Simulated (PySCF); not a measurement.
Fractional electron number in Re(2+) (rhenium, charge +2)

The 5d alpha orbital of [Xe] 4f14 5d5 is emptied in steps (occupation f), with all orbitals relaxed, ending at [Xe] 4f14 5d4. Computed with PySCF 2.14 in def2-TZVP with the def2 core potential (60 electrons), with scalar relativity through the core potential. The exact energy is a straight line in f; departures are measured from the line between the end points of the same method.

```tsv
f	UHF (eV)	LDA (eV)	PBE (eV)
1	0.000	0.000	0.000
0.8	0.141	-0.926	-0.912
0.6	0.207	-1.396	-1.373
0.4	0.203	-1.401	-1.379
0.2	0.133	-0.937	-0.922
0	0.000	0.000	0.000
```

Question: For PBE, how does the orbital energy at f = 1 compare with the removal energy?

Answer: −ε = 22.679 eV against a total-energy difference of 28.350 eV. By Janak's theorem ε = ∂E/∂f, so the gap between them reflects the curvature. Along the path −ε is 24.910 (f = 0.8), 27.177 (f = 0.6), 29.474 (f = 0.4), 31.794 (f = 0.2) eV.

```csv
method,E(f=0) − E(f=1) (eV),−ε at f=1 (eV),−ε at f=0.4 (eV)
UHF,27.249,28.149,27.060
LDA,28.519,22.762,29.662
PBE,28.350,22.679,29.474
```

Reference removal energy between the ground levels: 27 ± 1.6 eV (theoretical estimate listed by NIST; NIST Atomic Spectra Database, ionization energies). The calculation has no spin-orbit coupling. The determinant left behind need not be the lowest term of the ion. UHF lacks correlation.
